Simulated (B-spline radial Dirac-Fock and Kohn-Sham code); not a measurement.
**Relativistic shifts of the levels of Pt²⁹⁺**

System: platinum as Pt²⁹⁺ in the configuration [Kr] 4d10 4f3.

Both columns are ΔSCF binding energies of the configuration average from a radial B-spline solver: non-relativistic Hartree-Fock with a point nucleus, and Dirac-Fock with a finite nucleus and the Coulomb interaction alone, averaged over the two j levels with weights 2j+1.

| shell | Hartree-Fock (eV) | Dirac-Fock (eV) | shift (eV) | shift (%) |
| --- | --- | --- | --- | --- |
| 1s | 72681.0 | 79849.2 | +7168.13 | +9.86 |
| 2s | 13069.1 | 14987.2 | +1918.12 | +14.68 |
| 2p | 12574.1 | 13219.4 | +645.24 | +5.13 |
| 3s | 3873.9 | 4358.2 | +484.30 | +12.50 |
| 3p | 3643.0 | 3827.0 | +183.98 | +5.05 |
| 3d | 3218.1 | 3200.6 | -17.58 | -0.55 |
| 4s | 1543.7 | 1686.1 | +142.45 | +9.23 |
| 4p | 1440.4 | 1496.0 | +55.59 | +3.86 |
| 4d | 1251.6 | 1250.9 | -0.70 | -0.06 |
| 4f | 1025.3 | 1012.2 | -13.04 | -1.27 |

Relativity binds 1s, 2s, 2p, 3s, 3p, 4s, 4p more strongly, among those listed most of all 2s in relative terms, and 3d, 4d, 4f more weakly, because the contracted s and p shells screen the nucleus better.

Values without a named source are computed, but for edge energies of neutral atoms, which are taken from tables.
